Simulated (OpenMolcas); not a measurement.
## V2+ in CaF2: curves along the breathing mode

V2+ with its 8 nearest fluoride ions, on the Ca site of CaF2 (a = 5.46294 Å, distance in the model lattice 2.366 Å). The rest of the host is ab initio model potentials to 7.6 Å and point charges beyond; the distance is set by hand and nothing relaxes. Ligand basis ANO-RCC-VDZP.

```yaml
Program: OpenMolcas 26.06
Method: CASSCF
Basis: ANO-RCC-VDZP [5s4p2d1f]
Scalar_Hamiltonian: DKH2, point nucleus
Active_space: 3 electrons in 5 orbitals (3d)
State_averaging: 2S+1 = 4 even, 10 roots; 2S+1 = 2 even, 40 roots
Spin-orbit_coupling: RASSI with atomic mean-field integrals over the reference wave functions
```

Spin-free energies (labels of O, the rotations of Oh) in cm-1 above the lowest fitted minimum, as all ligands move together:

```csv
R (Å),4T1,4T2,2E,4A2,2T2,2T1,4T1(2)
2.127,1470,9010,9840,17990,16920,17080,22220
2.177,-20,6550,9360,14440,15420,15630,19870
2.227,1240,6990,11470,13940,16660,16910,20400
2.277,4910,9970,15880,16110,20310,20600,23450
2.328,10850,15300,22450,20740,26220,26540,28860
2.378,18570,22520,30700,27350,33900,34250,36140
2.428,27950,31470,40540,35790,43250,43620,45160
```

Cubic fits give the following; the wavenumber is harmonic, with the mass of all moving ligands, small differences in it between states hang on the degree of the fit, a number in brackets counts states of one label, and the table is a selection of at most 14 states with clean curves.

| State | R0 (Å) | Breathing mode (cm-1) | Minimum (cm-1) |
| --- | --- | --- | --- |
| 4T1 | 2.178 | 488 | 0 |
| 4T2 | 2.194 | 493 | 6410 |
| 2E | 2.160 | 483 | 9230 |
| 4A2 | 2.211 | 496 | 13800 |
| 2T2 | 2.178 | 487 | 15440 |
| 2T1 | 2.178 | 487 | 15650 |
| 4T1(2) | 2.193 | 493 | 19760 |
| 2T1(2) | 2.180 | 488 | 20050 |
| 2A1 | 2.195 | 492 | 21320 |
| 2T2(2) | 2.190 | 492 | 23210 |
| 2T1(3) | 2.194 | 493 | 24780 |
| 2E(2) | 2.195 | 491 | 26760 |
| 2T2(3) | 2.199 | 491 | 29420 |
| 2T1(4) | 2.203 | 489 | 30260 |

The minimum of 4T2 is shifted by +0.0159 Å against 4T1 (from the unrounded fits). With M = 152.0 u for the moving shell, the Huang-Rhys factor in this mode is S = M ω ΔR² / 2ħ = 0.01483 × 152.0 × 488 × 0.0159² = 0.28. Only the first shell moves, against a rigid host.

An orbital triplet at a regular site is open to Jahn-Teller coupling, which can distort the site and quench the lowest spin-orbit gaps and is left out. Without dynamic correlation the repulsion within the d shell is too large (B by tens of per cent), so at a given field states of lower spin stand too high. Ligand-to-metal charge-transfer states are missing. With no ligand orbital active B as a rule stays too high, so bands that hang on it stand too high and its fall with covalency is understated. With metal d orbitals alone and no dynamic correlation 10Dq can be off by a tenth to a fifth, either way, in oxide and fluoride hosts. No measured value stands beside these numbers.
